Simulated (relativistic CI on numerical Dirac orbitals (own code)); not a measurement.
# Sensitivity of the levels of Tm30+ to α and to the nuclear radius

Method of calculation: Dirac-Coulomb-Breit CI, separate exchange-only KLI orbitals for each configuration, derivatives by finite differences, unscaled Slater integrals, QED left out (own radial code, finite nucleus).

Configurations in the expansion (outside the closed core [Ar] 3d10): 4s²4p⁶4d³, 4s²4p⁵4d⁴, 4s²4p⁶4d²4f, 4s²4p⁶4d4f², 4s4p⁶4d⁴, 4p⁶4d⁵, 4s²4p⁶4d²5s, 4s²4p⁶4d4f5s. Levels of other configurations are missing.

With x = (α/α₀)² − 1 an excitation energy changes as ω = ω₀ + qx; K = 2q/ω₀ is the relative enhancement. Terms are leading LS components, so labels can repeat. The field-shift factor is F = δν/δ⟨r²⟩ for the transition from the lowest level.

Lowest level 4s²4p⁶4d³ ⁴F3/2.

| Level | ω₀ (cm⁻¹) | q (cm⁻¹) | K | F (GHz/fm²) |
| --- | --- | --- | --- | --- |
| 4s²4p⁶4d³ ⁴F5/2 | 75929 | 95480 | 2.51 | 2.1 |
| 4s²4p⁶4d³ ⁴P3/2 | 95352 | 89490 | 1.88 | 1.76 |
| 4s²4p⁶4d³ ⁴F7/2 | 103732 | 102800 | 1.98 | 2.27 |
| 4s²4p⁶4d³ ⁴P1/2 | 108795 | 93440 | 1.72 | 1.68 |
| 4s²4p⁶4d³ ²G9/2 | 109803 | 95730 | 1.74 | 2.33 |
| 4s²4p⁶4d³ ⁴P5/2 | 161611 | 118600 | 1.47 | 2.29 |
| 4s²4p⁶4d³ ⁴F7/2 | 180805 | 185300 | 2.05 | 4.03 |
| 4s²4p⁶4d³ ⁴F9/2 | 192422 | 192700 | 2 | 4.47 |
| 4s²4p⁶4d³ ⁴P3/2 | 202834 | 190700 | 1.88 | 3.67 |
| 4s²4p⁶4d³ ²P1/2 | 211232 | 191800 | 1.82 | 3.91 |
| 4s²4p⁶4d³ ²D5/2 | 223268 | 175500 | 1.57 | 3.09 |
| 4s²4p⁶4d³ ²H11/2 | 223351 | 191300 | 1.71 | 4.72 |
| 4s²4p⁶4d³ ²F5/2 | 237401 | 195900 | 1.65 | 3.76 |

At this charge energies of transitions that change n are usually good to better than 1 %, and those within a shell (Δn = 0) to a few per cent. Terms inside the open d or f shell come out 10 to 20 % too wide with unscaled integrals.
